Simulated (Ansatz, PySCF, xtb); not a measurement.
Noncovalent pair: HF (SMILES F) (first 2 atoms) with C4H6 (SMILES C=CC=C); geometry from B3LYP-D3(BJ)/def2-TZVP, rigid monomers moved along the line of their centres of mass till H2···C3 is 2.44 Å.
(charge 0, multiplicity 1):
```xyz
12

F      0.536     0.020     0.248
H      0.655     0.250     1.148
C      1.042     1.292     3.321
C      0.594     0.100     3.735
C     -0.798    -0.202     4.015
C     -1.226    -1.396     4.425
H      0.368     2.129     3.180
H      2.093     1.471     3.138
H      1.301    -0.712     3.877
H     -1.509     0.607     3.875
H     -2.271    -1.586     4.626
H     -0.539    -2.222     4.569
```

Counterpoise-corrected where a basis set is named; no monomer relaxation. Rows marked so take none.

Rows in 6-31G*, STO-3G carry no dispersion term and start afresh at each structure (6-31G* with six Cartesian d functions).

Programs: Ansatz (an electronic-structure program) with Gaussian orbitals; PySCF for 6-31G* rows, STO-3G rows, the dispersion terms; xtb for the GFN methods. 

### Question
One of these levels gives -3.9 kJ/mol for the interaction energy. Which one is it?
(A) HF/6-31G* (no counterpoise)
(B) PBE-D4/def2-TZVPPD
(C) HF/STO-3G (no counterpoise)
(D) GFN2-xTB

### Answer
C, HF/STO-3G (no counterpoise). The others give -12.8 (GFN2-xTB), -16.8 (HF/6-31G* (no counterpoise)), -20.1 (PBE-D4/def2-TZVPPD)
